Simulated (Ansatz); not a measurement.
`C[N]1[CH2][SnH2]1`. Charge 0, multiplicity 1. Sn takes the def2 core potential.

Cartesian coordinates in Å:
```
C -1.1165 0.8835 -0.2269
N 0.0902 0.2397 -0.6924
C 1.1904 0.5678 -0.1256
Sn 0.8348 -1.8312 0.8998
H -1.0087 1.3590 0.7570
H -1.3813 1.6516 -0.9609
H -1.9329 0.1642 -0.1969
H 1.2537 1.2953 0.6931
H 2.1280 0.2047 -0.5458
H 0.8627 -2.7188 -0.6174
H -0.9204 -1.8159 1.0161
```

(1) What are the harmonic wavenumbers in cm⁻¹ at PBE0-D4/def2-TZVP (Ansatz, finite differences of forces, unscaled)? (Estimate.)

(2) Is this a minimum?

(3) Give the ideal-gas thermochemistry at 298.15 K and 1 bar (rigid rotor, harmonic oscillator; point group C1, symmetry number 1).

Answers

(1) The calculation gave: 89, 93, 155, 180, 245, 414, 458, 479, 761, 763, 979, 1032, 1115, 1128, 1234, 1422, 1454, 1469, 1495, 1656, 1754, 1768, 3007, 3034, 3086, 3156, 3159.

(2) Yes, all 27 modes are real.

(3) Zero-point energy 212.9 kJ/mol; H(298) − E = 234.2 kJ/mol; entropy 356.6 J/(mol·K), of which translation 172.4, rotation 112.0, vibration 72.2; G(298) − E = 127.9 kJ/mol. Modes under 100 cm⁻¹ are hindered rotations or soft bends, so the harmonic entropy is rough.
